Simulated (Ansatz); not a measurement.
Born–Oppenheimer molecular dynamics of a periodic cell of 17 atoms, InAg₁₆ (surface Ag(110), adsorbate In). It starts from a partly relaxed structure (largest force component 0.07 eV/Å).

The calculation used DFT PBE-D3(BJ), scalar-relativistic, plane waves, PAW in Ansatz 0.2.0. Settings: PAW set soft_1, cutoff 420 eV, k mesh 2x3x1, fermi-dirac smearing 0.05 eV, no spin polarisation.

```yaml
ensemble: NVT, Nosé–Hoover chain
time_step: 4.5 fs
steps_asked: 120
set_temperature: 300 K
thermostat: time constant 50 fs, chain length 3
atoms_held: 1 to 4
seed: 844451
```

Frames 4.5 fs apart, positions in Å, forces in eV/Å.

Velocities at 360 fs (Å/ps):

```
Ag 0.00 0.00 0.00
Ag 0.00 0.00 0.00
Ag 0.00 0.00 0.00
Ag 0.00 0.00 0.00
Ag 1.56 0.27 -1.18
Ag -1.04 1.53 1.74
Ag 0.58 1.80 -2.52
Ag 0.10 0.82 -1.51
Ag 2.99 -4.21 -3.10
Ag 1.49 -2.21 2.49
Ag -0.14 -2.08 0.04
Ag 0.36 -1.55 0.04
Ag -0.68 2.78 -0.37
Ag -1.57 3.13 1.82
Ag -1.84 0.02 1.52
Ag 1.66 0.69 -0.77
In -1.52 0.30 -1.54
```

```xyz
17
Lattice="8.1800 0.0000 0.0000 0.0000 5.7841 0.0000 0.0000 0.0000 15.3381" Properties=species:S:1:pos:R:3:forces:R:3 time_fs=360 energy_less_start_eV=0.656 T=393
Ag 2.045 1.446 1.000 -0.22 -0.06 0.16
Ag 6.135 1.446 1.000 0.19 -0.02 0.30
Ag 2.045 4.338 1.000 0.07 -0.28 0.35
Ag 6.135 4.338 1.000 0.04 -0.27 0.44
Ag 0.049 -0.179 2.466 -0.15 0.28 -0.04
Ag 4.112 -0.104 2.413 -0.10 -0.39 -0.26
Ag -0.021 2.810 2.536 0.10 -0.20 0.03
Ag 4.066 2.692 2.408 0.12 0.58 0.14
Ag 2.109 1.107 3.883 -0.15 0.37 -0.22
Ag 6.097 1.129 3.908 0.19 1.10 0.27
Ag 2.230 4.110 4.192 -0.17 -0.19 0.04
Ag 6.045 4.274 4.101 0.48 -0.33 -0.69
Ag 0.027 -0.144 5.473 0.07 0.13 -0.20
Ag 4.204 -0.033 5.728 -0.12 0.18 -0.30
Ag -0.426 2.796 5.694 -0.02 -0.19 -0.31
Ag 4.484 2.926 5.674 0.21 -0.49 0.05
In 2.137 1.991 6.475 -0.55 -0.22 0.25
17
Lattice="8.1800 0.0000 0.0000 0.0000 5.7841 0.0000 0.0000 0.0000 15.3381" Properties=species:S:1:pos:R:3:forces:R:3 time_fs=364.5 energy_less_start_eV=0.668 T=382
Ag 2.045 1.446 1.000 -0.22 -0.05 0.13
Ag 6.135 1.446 1.000 0.19 -0.03 0.32
Ag 2.045 4.338 1.000 0.09 -0.28 0.33
Ag 6.135 4.338 1.000 0.02 -0.25 0.45
Ag 0.056 -0.177 2.461 -0.20 0.30 -0.03
Ag 4.107 -0.098 2.421 0.01 -0.45 -0.32
Ag -0.018 2.818 2.525 0.09 -0.24 0.05
Ag 4.067 2.696 2.401 0.14 0.58 0.15
Ag 2.122 1.089 3.869 -0.22 0.46 -0.12
Ag 6.104 1.120 3.919 0.17 1.12 0.22
Ag 2.229 4.101 4.193 -0.17 -0.20 0.05
Ag 6.047 4.266 4.101 0.49 -0.28 -0.72
Ag 0.024 -0.132 5.471 0.10 0.09 -0.19
Ag 4.196 -0.019 5.736 -0.10 0.12 -0.32
Ag -0.434 2.796 5.700 -0.01 -0.16 -0.31
Ag 4.492 2.928 5.671 0.12 -0.50 0.10
In 2.130 1.992 6.468 -0.50 -0.21 0.20
17
Lattice="8.1800 0.0000 0.0000 0.0000 5.7841 0.0000 0.0000 0.0000 15.3381" Properties=species:S:1:pos:R:3:forces:R:3 time_fs=369 energy_less_start_eV=0.682 T=367
Ag 2.045 1.446 1.000 -0.22 -0.04 0.10
Ag 6.135 1.446 1.000 0.19 -0.03 0.33
Ag 2.045 4.338 1.000 0.11 -0.28 0.32
Ag 6.135 4.338 1.000 0.01 -0.24 0.46
Ag 0.062 -0.175 2.455 -0.25 0.32 -0.02
Ag 4.102 -0.092 2.428 0.13 -0.50 -0.38
Ag -0.016 2.826 2.514 0.08 -0.28 0.07
Ag 4.068 2.701 2.395 0.15 0.57 0.16
Ag 2.135 1.071 3.855 -0.29 0.54 -0.01
Ag 6.111 1.113 3.931 0.14 1.13 0.16
Ag 2.228 4.091 4.193 -0.18 -0.21 0.06
Ag 6.050 4.259 4.099 0.49 -0.22 -0.76
Ag 0.021 -0.119 5.469 0.12 0.04 -0.19
Ag 4.189 -0.004 5.743 -0.07 0.06 -0.34
Ag -0.442 2.796 5.706 0.00 -0.14 -0.29
Ag 4.500 2.930 5.667 0.03 -0.52 0.16
In 2.122 1.993 6.462 -0.45 -0.20 0.15
17
Lattice="8.1800 0.0000 0.0000 0.0000 5.7841 0.0000 0.0000 0.0000 15.3381" Properties=species:S:1:pos:R:3:forces:R:3 time_fs=373.5 energy_less_start_eV=0.699 T=350
Ag 2.045 1.446 1.000 -0.21 -0.03 0.07
Ag 6.135 1.446 1.000 0.19 -0.04 0.35
Ag 2.045 4.338 1.000 0.12 -0.28 0.30
Ag 6.135 4.338 1.000 0.00 -0.22 0.46
Ag 0.068 -0.173 2.450 -0.29 0.33 -0.01
Ag 4.098 -0.087 2.434 0.26 -0.55 -0.43
Ag -0.013 2.832 2.503 0.07 -0.31 0.09
Ag 4.069 2.708 2.389 0.16 0.55 0.17
Ag 2.147 1.055 3.841 -0.38 0.62 0.11
Ag 6.119 1.109 3.943 0.10 1.12 0.10
Ag 2.226 4.081 4.193 -0.18 -0.21 0.07
Ag 6.053 4.251 4.096 0.49 -0.15 -0.79
Ag 0.019 -0.106 5.467 0.15 0.00 -0.18
Ag 4.182 0.010 5.750 -0.05 0.00 -0.36
Ag -0.450 2.795 5.712 0.01 -0.11 -0.28
Ag 4.508 2.931 5.665 -0.05 -0.52 0.20
In 2.113 1.994 6.456 -0.40 -0.19 0.11
17
Lattice="8.1800 0.0000 0.0000 0.0000 5.7841 0.0000 0.0000 0.0000 15.3381" Properties=species:S:1:pos:R:3:forces:R:3 time_fs=378 energy_less_start_eV=0.716 T=331
Ag 2.045 1.446 1.000 -0.21 -0.02 0.04
Ag 6.135 1.446 1.000 0.19 -0.04 0.36
Ag 2.045 4.338 1.000 0.14 -0.28 0.28
Ag 6.135 4.338 1.000 -0.01 -0.21 0.46
Ag 0.074 -0.170 2.445 -0.34 0.34 0.00
Ag 4.094 -0.084 2.439 0.39 -0.60 -0.49
Ag -0.010 2.839 2.492 0.07 -0.34 0.10
Ag 4.070 2.715 2.383 0.17 0.52 0.18
Ag 2.159 1.040 3.827 -0.47 0.70 0.23
Ag 6.126 1.106 3.955 0.06 1.10 0.04
Ag 2.225 4.071 4.194 -0.18 -0.21 0.08
Ag 6.058 4.242 4.091 0.49 -0.08 -0.82
Ag 0.017 -0.094 5.464 0.18 -0.05 -0.17
Ag 4.174 0.024 5.755 -0.03 -0.06 -0.37
Ag -0.459 2.794 5.716 0.02 -0.08 -0.26
Ag 4.515 2.931 5.662 -0.12 -0.51 0.24
In 2.104 1.994 6.450 -0.35 -0.17 0.08
17
Lattice="8.1800 0.0000 0.0000 0.0000 5.7841 0.0000 0.0000 0.0000 15.3381" Properties=species:S:1:pos:R:3:forces:R:3 time_fs=382.5 energy_less_start_eV=0.734 T=311
Ag 2.045 1.446 1.000 -0.20 -0.01 0.02
Ag 6.135 1.446 1.000 0.18 -0.05 0.37
Ag 2.045 4.338 1.000 0.15 -0.28 0.27
Ag 6.135 4.338 1.000 -0.01 -0.20 0.46
Ag 0.078 -0.166 2.439 -0.38 0.34 0.01
Ag 4.091 -0.081 2.443 0.53 -0.63 -0.55
Ag -0.006 2.844 2.482 0.06 -0.36 0.12
Ag 4.072 2.723 2.378 0.18 0.49 0.18
Ag 2.169 1.026 3.814 -0.55 0.77 0.34
Ag 6.134 1.105 3.967 0.01 1.06 -0.02
Ag 2.223 4.060 4.195 -0.18 -0.20 0.09
Ag 6.064 4.234 4.086 0.47 -0.01 -0.83
Ag 0.015 -0.082 5.461 0.21 -0.10 -0.15
Ag 4.167 0.038 5.761 -0.01 -0.12 -0.39
Ag -0.466 2.793 5.721 0.03 -0.05 -0.25
Ag 4.522 2.930 5.660 -0.18 -0.49 0.27
In 2.094 1.994 6.444 -0.30 -0.16 0.05
17
Lattice="8.1800 0.0000 0.0000 0.0000 5.7841 0.0000 0.0000 0.0000 15.3381" Properties=species:S:1:pos:R:3:forces:R:3 time_fs=387 energy_less_start_eV=0.750 T=292
Ag 2.045 1.446 1.000 -0.18 0.00 0.00
Ag 6.135 1.446 1.000 0.18 -0.05 0.39
Ag 2.045 4.338 1.000 0.16 -0.28 0.26
Ag 6.135 4.338 1.000 -0.02 -0.18 0.45
Ag 0.082 -0.162 2.434 -0.42 0.34 0.02
Ag 4.089 -0.080 2.447 0.65 -0.66 -0.60
Ag -0.003 2.849 2.472 0.05 -0.37 0.13
Ag 4.074 2.731 2.373 0.18 0.45 0.19
Ag 2.178 1.014 3.801 -0.64 0.83 0.45
Ag 6.141 1.107 3.979 -0.04 1.01 -0.08
Ag 2.220 4.049 4.196 -0.18 -0.18 0.09
Ag 6.070 4.226 4.078 0.45 0.05 -0.84
Ag 0.013 -0.070 5.458 0.23 -0.15 -0.14
Ag 4.160 0.051 5.765 0.01 -0.18 -0.40
Ag -0.474 2.792 5.724 0.04 -0.02 -0.22
Ag 4.529 2.928 5.659 -0.22 -0.46 0.29
In 2.084 1.993 6.439 -0.25 -0.15 0.03
17
Lattice="8.1800 0.0000 0.0000 0.0000 5.7841 0.0000 0.0000 0.0000 15.3381" Properties=species:S:1:pos:R:3:forces:R:3 time_fs=391.5 energy_less_start_eV=0.762 T=275
Ag 2.045 1.446 1.000 -0.17 0.01 -0.03
Ag 6.135 1.446 1.000 0.18 -0.05 0.39
Ag 2.045 4.338 1.000 0.16 -0.28 0.24
Ag 6.135 4.338 1.000 -0.01 -0.17 0.44
Ag 0.085 -0.157 2.429 -0.45 0.34 0.03
Ag 4.088 -0.079 2.449 0.76 -0.67 -0.64
Ag 0.000 2.853 2.462 0.05 -0.38 0.14
Ag 4.076 2.741 2.369 0.17 0.40 0.19
Ag 2.186 1.004 3.790 -0.71 0.88 0.54
Ag 6.148 1.110 3.990 -0.09 0.95 -0.14
Ag 2.218 4.038 4.197 -0.18 -0.16 0.10
Ag 6.077 4.218 4.069 0.43 0.12 -0.83
Ag 0.012 -0.058 5.454 0.26 -0.20 -0.12
Ag 4.153 0.064 5.769 0.03 -0.23 -0.42
Ag -0.482 2.791 5.728 0.04 0.02 -0.20
Ag 4.536 2.925 5.657 -0.26 -0.42 0.29
In 2.073 1.992 6.434 -0.21 -0.14 0.01
17
Lattice="8.1800 0.0000 0.0000 0.0000 5.7841 0.0000 0.0000 0.0000 15.3381" Properties=species:S:1:pos:R:3:forces:R:3 time_fs=396 energy_less_start_eV=0.771 T=261
Ag 2.045 1.446 1.000 -0.15 0.01 -0.05
Ag 6.135 1.446 1.000 0.17 -0.05 0.40
Ag 2.045 4.338 1.000 0.17 -0.27 0.23
Ag 6.135 4.338 1.000 -0.01 -0.17 0.43
Ag 0.087 -0.152 2.424 -0.48 0.33 0.04
Ag 4.088 -0.081 2.450 0.85 -0.67 -0.66
Ag 0.003 2.856 2.453 0.04 -0.38 0.14
Ag 4.078 2.751 2.365 0.16 0.34 0.19
Ag 2.192 0.995 3.780 -0.76 0.92 0.61
Ag 6.155 1.115 4.001 -0.15 0.89 -0.20
Ag 2.215 4.027 4.198 -0.18 -0.13 0.10
Ag 6.084 4.211 4.059 0.39 0.17 -0.81
Ag 0.012 -0.048 5.451 0.28 -0.25 -0.11
Ag 4.146 0.076 5.771 0.04 -0.28 -0.43
Ag -0.489 2.790 5.731 0.05 0.05 -0.18
Ag 4.541 2.922 5.657 -0.28 -0.37 0.29
In 2.063 1.992 6.428 -0.16 -0.13 0.00
17
Lattice="8.1800 0.0000 0.0000 0.0000 5.7841 0.0000 0.0000 0.0000 15.3381" Properties=species:S:1:pos:R:3:forces:R:3 time_fs=400.5 energy_less_start_eV=0.773 T=250
Ag 2.045 1.446 1.000 -0.13 0.02 -0.06
Ag 6.135 1.446 1.000 0.17 -0.05 0.41
Ag 2.045 4.338 1.000 0.17 -0.26 0.22
Ag 6.135 4.338 1.000 0.00 -0.16 0.42
Ag 0.089 -0.146 2.420 -0.50 0.31 0.04
Ag 4.090 -0.083 2.450 0.91 -0.64 -0.67
Ag 0.007 2.859 2.445 0.04 -0.38 0.15
Ag 4.081 2.761 2.361 0.15 0.28 0.19
Ag 2.197 0.988 3.771 -0.79 0.93 0.67
Ag 6.162 1.121 4.011 -0.20 0.82 -0.26
Ag 2.212 4.016 4.199 -0.17 -0.10 0.09
Ag 6.092 4.203 4.048 0.35 0.22 -0.77
Ag 0.012 -0.037 5.447 0.31 -0.30 -0.10
Ag 4.139 0.088 5.773 0.06 -0.33 -0.44
Ag -0.496 2.789 5.733 0.06 0.09 -0.15
Ag 4.547 2.917 5.657 -0.29 -0.32 0.27
In 2.052 1.990 6.423 -0.12 -0.12 0.00
17
Lattice="8.1800 0.0000 0.0000 0.0000 5.7841 0.0000 0.0000 0.0000 15.3381" Properties=species:S:1:pos:R:3:forces:R:3 time_fs=405 energy_less_start_eV=0.770 T=243
Ag 2.045 1.446 1.000 -0.11 0.03 -0.08
Ag 6.135 1.446 1.000 0.16 -0.05 0.41
Ag 2.045 4.338 1.000 0.17 -0.26 0.22
Ag 6.135 4.338 1.000 0.01 -0.16 0.40
Ag 0.089 -0.140 2.415 -0.52 0.30 0.05
Ag 4.094 -0.086 2.449 0.93 -0.60 -0.66
Ag 0.010 2.861 2.437 0.04 -0.38 0.15
Ag 4.084 2.772 2.358 0.14 0.21 0.19
Ag 2.201 0.983 3.764 -0.80 0.93 0.70
Ag 6.168 1.128 4.021 -0.26 0.74 -0.32
Ag 2.208 4.005 4.200 -0.17 -0.07 0.09
Ag 6.101 4.197 4.036 0.31 0.27 -0.73
Ag 0.012 -0.028 5.443 0.32 -0.35 -0.08
Ag 4.133 0.099 5.774 0.07 -0.37 -0.45
Ag -0.503 2.788 5.735 0.06 0.12 -0.12
Ag 4.551 2.913 5.658 -0.29 -0.25 0.25
In 2.041 1.989 6.418 -0.08 -0.11 0.00
17
Lattice="8.1800 0.0000 0.0000 0.0000 5.7841 0.0000 0.0000 0.0000 15.3381" Properties=species:S:1:pos:R:3:forces:R:3 time_fs=409.5 energy_less_start_eV=0.762 T=239
Ag 2.045 1.446 1.000 -0.09 0.03 -0.09
Ag 6.135 1.446 1.000 0.16 -0.05 0.41
Ag 2.045 4.338 1.000 0.17 -0.25 0.21
Ag 6.135 4.338 1.000 0.03 -0.15 0.37
Ag 0.089 -0.133 2.411 -0.53 0.28 0.05
Ag 4.099 -0.090 2.446 0.92 -0.54 -0.64
Ag 0.013 2.862 2.429 0.03 -0.37 0.16
Ag 4.087 2.782 2.356 0.12 0.14 0.18
Ag 2.203 0.980 3.757 -0.78 0.91 0.70
Ag 6.173 1.137 4.030 -0.31 0.66 -0.38
Ag 2.205 3.994 4.202 -0.16 -0.03 0.08
Ag 6.110 4.191 4.022 0.27 0.30 -0.67
Ag 0.013 -0.019 5.439 0.34 -0.40 -0.07
Ag 4.126 0.109 5.775 0.08 -0.41 -0.46
Ag -0.510 2.788 5.737 0.07 0.16 -0.10
Ag 4.555 2.908 5.659 -0.29 -0.18 0.22
In 2.030 1.988 6.414 -0.04 -0.10 0.00
```

Of the whole run (540 fs, mean temperature of the second half 278 K): The conserved energy stayed within 0.077 meV per atom of its start (net change 0.027 meV per atom), so the integration is sound. A run of 0.54 ps of so small a system gives no equilibrium averages. Limits of this set-up: coarse k mesh, thin slab, slab without dipole correction, a typed lattice constant that wasn't relaxed here.

Run time: 26 min on 4 threads of Arm Neoverse V1 (shared host), peak memory 2.4 GiB.
